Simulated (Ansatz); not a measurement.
Ansatz (a quantum-chemistry and plane-wave program) input (CCSD(T)/def2-SVPD):

Ansatz 0.2 input:
```yaml
crystal:
  periodic: [false, false, false]
  atoms:
    - {symbol: Mo, position_ang: [0.03588077, 0.00549569, -0.01569460]}
    - {symbol: H, position_ang: [0.59486821, 1.34707647, -0.91156705]}
    - {symbol: H, position_ang: [-1.08243963, 0.38152883, 1.14278402]}
    - {symbol: H, position_ang: [0.70194908, -0.19917407, 1.51545109]}
    - {symbol: H, position_ang: [-1.57088985, -0.32611548, -0.22169543]}
    - {symbol: H, position_ang: [-0.15048024, -1.43413462, -0.86579930]}
basis:
  gaussian:
    orbitals: def2-SVPD
magnetization: {spin_polarized: true, initial_magnetization: 1}
correlation: {method: ccsd_t, electrons: outside_noble_gas}
output: {forces: true}
```

End of the output:

```
mean field evaluation 320: about -1909.9959 eV, gradient 1.1e-1 eV
mean field evaluation 352: about -1908.5555 eV, gradient 2.5e0 eV
mean field evaluation 384: about -1911.7651 eV, gradient 1.9e-1 eV
mean field evaluation 416: about -1910.0323 eV, gradient 1.2e-1 eV
mean field -1911.76808537 eV, -70.2561812942 hartree, gradient 3.2e-6 eV, S^2 0.831287; 13 other end points of the search recorded, 0 dependent functions left out
determinant -1911.76808537 eV, -70.2561812942 hartree, with singles and doubles -1919.03290302 eV, -70.5231584189 hartree
determinant -1910.05326760 eV, -70.1931629036 hartree, with singles and doubles -1917.23561089 eV, -70.4571091512 hartree
determinant -1909.99718683 eV, -70.1911019735 hartree, with singles and doubles -1917.18724068 eV, -70.4553315787 hartree
determinant -1909.31930995 eV, -70.1661904577 hartree, with singles and doubles -1916.59069543 eV, -70.4334089453 hartree
determinant -1908.67437665 eV, -70.1424895960 hartree, with singles and doubles -1915.77134593 eV, -70.4032984064 hartree
determinant -1908.50297586 eV, -70.1361907332 hartree, with singles and doubles -1915.30323267 eV, -70.3860955616 hartree
determinant -1908.46861315 eV, -70.1349279266 hartree, with singles and doubles -1915.22414594 eV, -70.3831891777 hartree
determinant -1908.46422437 eV, -70.1347666421 hartree, with singles and doubles -1915.15221670 eV, -70.3805458270 hartree
determinant -1908.30172144 eV, -70.1287947696 hartree, with singles and doubles -1915.13884646 eV, -70.3800544797 hartree
4 core orbitals not correlated
reference -1911.76808537 eV, -70.2561812942 hartree; 6, 5 occupied and 64, 65 virtual orbitals, 730 factors
densities: 0.46 GiB planned
second order -6.35090519 eV of doubles, -0.00000000 eV of singles
coupled cluster: 0.32 GiB planned
cycle   1  -7.22005889 eV  change   -1.5e-1 eV  update   2.2e-2
cycle   2  -7.23005110 eV  change   -1.0e-2 eV  update   6.9e-3
cycle   3  -7.23483183 eV  change   -4.8e-3 eV  update   2.8e-3
cycle   4  -7.23702744 eV  change   -2.2e-3 eV  update   1.2e-3
cycle   5  -7.23881921 eV  change   -1.8e-3 eV  update   6.7e-4
cycle   6  -7.23926974 eV  change   -4.5e-4 eV  update   3.2e-4
cycle   7  -7.23952150 eV  change   -2.5e-4 eV  update   1.3e-4
cycle   8  -7.23946934 eV  change    5.2e-5 eV  update   6.7e-5
cycle   9  -7.23944479 eV  change    2.5e-5 eV  update   4.0e-5
cycle  10  -7.23942516 eV  change    2.0e-5 eV  update   2.4e-5
cycle  11  -7.23942821 eV  change   -3.0e-6 eV  update   1.3e-5
cycle  12  -7.23943167 eV  change   -3.5e-6 eV  update   6.1e-6
cycle  13  -7.23943332 eV  change   -1.6e-6 eV  update   3.0e-6
cycle  14  -7.23943321 eV  change    1.1e-7 eV  update   1.4e-6
cycle  15  -7.23943350 eV  change   -2.9e-7 eV  update   7.1e-7
coupled cluster: 0.32 GiB planned
perturbative correction -0.30682156 eV, -0.0112754843 hartree
the calculation of the forces begins
Total energy: -1919.31434042 eV, -70.5335010524 hartree
Atom 0 at     0.035881     0.005496    -0.015695 Å, force     0.203509    -0.003266    -0.071157 eV/Å
Atom 1 at     0.594868     1.347076    -0.911567 Å, force     0.002344     0.061781    -0.032880 eV/Å
Atom 2 at    -1.082440     0.381529     1.142784 Å, force    -0.088457    -0.018399     0.006408 eV/Å
Atom 3 at     0.701949    -0.199174     1.515451 Å, force    -0.002072     0.007102     0.080241 eV/Å
Atom 4 at    -1.570890    -0.326115    -0.221695 Å, force    -0.070624     0.007436     0.056224 eV/Å
Atom 5 at    -0.150480    -1.434135    -0.865799 Å, force    -0.044699    -0.054654    -0.038837 eV/Å
Dipole moment:     0.238162     0.027105    -0.099313 e Å
```

The spin state was set by rule; other spins were not relaxed.
